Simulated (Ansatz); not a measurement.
## CCSD(T) forces

SnH2Cl (SMILES [Cl][SnH2]), doublet, displaced at random from a GFN2-xTB minimum.

```tsv
atom	x (Å)	y (Å)	z (Å)
Cl1	-1.9720	0.4328	-0.6298
Sn2	0.3117	-0.1795	-0.5199
H3	0.4188	-1.6639	0.8274
H4	1.2263	1.3525	0.2885
```

Ansatz 0.2.0; basis: def2-TZVPP; cores frozen in the correlated methods; orbitals are unrestricted. Filled d shells of the heavier atoms are correlated. Core potentials replace the inner electrons of the atoms past krypton. The def2 sets are not built for correlating such inner shells, so the correlated values are less sure here.

CCSD(T) forces from the calculation:
```
atom      Fx      Fy  Fz (eV/Å)
 Cl1   0.371  -0.099      0.020
 Sn2   0.649   0.056      2.189
  H3  -0.147   1.435     -1.390
  H4  -0.873  -1.392     -0.820
```

Question: Which atom feels the largest CCSD(T) force, and how large is it?

Answer: Sn2, 2.28 eV/Å, along (0.28, 0.02, 0.96).

Root-mean-square difference of the force components from those of CCSD(T): PBE0-D4 0.084; wB97M-V 0.020; r2SCAN-D4 0.124; PBE-D4 0.271; r2SCANh-D4 0.078; BLYP-D4 0.415 eV/Å.

No T1 diagnostic of these runs exceeds 0.018. ⟨S²⟩ of the unrestricted Hartree–Fock references: 0.78 (a pure state has 0.75). These are differences at one structure, and CCSD(T) in triple zeta is itself an approximation.

For scale, one of the runs: CCSD(T)/def2-TZVPP forces, 120 basis functions (an equivalent command: `ansatz run in.yaml --threads 4`). The run took 84 s on 4 CPU threads (shared host), with 2.2 GiB of host memory at its peak.
